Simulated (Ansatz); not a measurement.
Program: Ansatz 0.2.0.

A structure relaxed at PBE0-D4/def2-TZVP, charge 0, multiplicity 1:

Cartesian coordinates in Å:
```
C 0.1792 0.4282 -1.5381
Al -0.0315 0.3676 0.3927
B -0.2531 -0.3437 2.2437
O -0.1719 -1.2260 1.2511
H 0.2496 1.4445 -1.9287
H 1.0832 -0.1164 -1.8278
H -0.6702 -0.0680 -2.0176
H -0.3853 -0.4862 3.4246
```

Question: Give its formula and SMILES.

Answer: CH4AlBO, `[CH3][Al]1[BH][O]1`.

Question: Point group (tolerance 0.08 Å, 0.16 Å for H)?

Answer: Cs.

Question: Summarise the bond lengths by kind.

Answer: 1 × Al–C 1.943 Å; 3 × C–H 1.091 to 1.094 Å; 1 × Al–B 1.995 Å; 1 × Al–O 1.816 Å; 1 × B–O 1.331 Å; 1 × B–H 1.197 Å.
